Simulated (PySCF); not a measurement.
## Computed properties of Zr(Me)2(H)2 (C₂H₈Zr), SMILES [ZrH2]([CH3])[CH3], multiplicity 1

C2H8Zr, SMILES [CH3][ZrH2][CH3], multiplicity 1. Geometry: B3LYP-D3(BJ)/def2-SVP. The spin state was assumed, not searched. The structure was generated by enumeration; whether it is a known compound was not checked. The def2 effective core potentials stand for the cores of Zr; spin–orbit coupling is left out. One conformer was computed; it need not be the lowest. All values are computed for the isolated molecule unless a solvent is named; none is compared with measurement here.

**Structure.** The optimised structure has C2v symmetry. All 27 harmonic modes at B3LYP-D3(BJ)/def2-SVP (PySCF) are real, so it is a minimum. With heavy atoms numbered as in [ZrH2:1]([CH3:2])[CH3:6], the shortest bond between them is Zr1–C2 at 2.198 Å and the longest Zr1–C6 at 2.198 Å.

**Vibrations.** The strongest infrared lines (harmonic, unscaled, degenerate partners summed) lie at 1639 cm⁻¹ (558 km/mol, H 98 %), 1670 cm⁻¹ (320 km/mol, H 99 %), 574 cm⁻¹ (271 km/mol, H 65 %, C 21 %, Zr 15 %). The softest mode is at 97 cm⁻¹ and the zero-point energy is 48.9 kcal/mol.

**Electronic structure.** r2SCAN/def2-TZVPD (PySCF) places the frontier levels at -6.81 and -2.33 eV, a gap of 4.48 eV, and gives a dipole moment of 1.28 D and a mean polarisability of 80.9 bohr³. PBE/def2-TZVPD (PySCF) at the same geometry gives -6.55 and -2.60 eV, so its gap is 0.53 eV narrower. An orbital gap is neither the optical nor the fundamental gap.

**Excitations.** TDA-CAM-B3LYP/def2-SVPD (PySCF) has S1 at 4.43 eV (280 nm, f = 0.000, dark); the most intense of the 10 singlets computed lies at 4.89 eV (f = 0.01). T1 (TDA) is at 4.05 eV, 0.38 eV under S1. TDA-PBE/def2-SVPD (PySCF) puts S1 at 3.97 eV. No vertical singlet excitation falls in the visible range (under 3.1 eV).
